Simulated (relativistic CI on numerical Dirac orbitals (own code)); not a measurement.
## Hg3+ (5d9) in a crystal field

Calculated by Dirac-Coulomb-Breit CI, orbitals from a KLI potential per configuration, a model potential for QED, valence Slater integrals scaled by 0.65, one configuration in a parametric crystal field (own radial code).

Field parameters in Wybourne normalisation: D3d B²₀ = −7Dσ, B⁴₀ = −14Dq − 21Dτ, B⁴₃ = −14√(10/7) Dq; D4h B²₀ = −7Ds, B⁴₀ = 21(Dq − Dt), B⁴₄ = 21√(5/14) Dq; Oh B⁴₀ = 21Dq, B⁴₄ = √(5/14) B⁴₀; Td as Oh with Dq negative (B⁴₀ = 21Dq, B⁴₄ = √(5/14) B⁴₀). The field is a parameter set, without covalency.

S is read from ⟨S²⟩ = S(S + 1).

Powder χT (cm³ K mol⁻¹) by Van Vleck's formula, with temperature-independent terms:

```csv
Field,2 K,5 K,10 K,20 K,50 K,100 K,200 K,300 K
"D3d, 10Dq = 12400, Dσ = -1120, Dτ = -440 cm⁻¹",0.329,0.334,0.343,0.36,0.411,0.497,0.655,0.772
"D3d, 10Dq = 32400, Dσ = -530, Dτ = 340 cm⁻¹",0.256,0.259,0.263,0.272,0.299,0.344,0.431,0.501
"D3d, 10Dq = 40300, Dσ = 390, Dτ = -400 cm⁻¹",0.247,0.249,0.254,0.264,0.292,0.339,0.427,0.494
"D4h, 10Dq = 18650, Ds = -220, Dt = -630 cm⁻¹",0.68,0.68,0.68,0.681,0.682,0.685,0.69,0.695
"D4h, 10Dq = 19700, Ds = 2450, Dt = 560 cm⁻¹",0.733,0.733,0.734,0.734,0.736,0.738,0.743,0.748
"D4h, 10Dq = 29350, Ds = -1190, Dt = 1190 cm⁻¹",0.655,0.656,0.656,0.658,0.661,0.668,0.681,0.695
"Oh, 10Dq = 26700 cm⁻¹",0.691,0.692,0.692,0.692,0.693,0.695,0.699,0.702
"Td, 10Dq = -19950 cm⁻¹",0.376,0.377,0.378,0.381,0.388,0.401,0.427,0.453
```

For D4h, 10Dq = 18650, Ds = -220, Dt = -630 cm⁻¹: what effective moment follows at 300 K?

μ_eff = √(8χT) = 2.36 μB. The ground level has S = 0.50; the spin-only moment for S = 1/2 is 1.73 μB. The difference comes from the orbital moment, spin-orbit mixing of terms and temperature-independent paramagnetism, all larger in this ionic model than in covalent complexes.
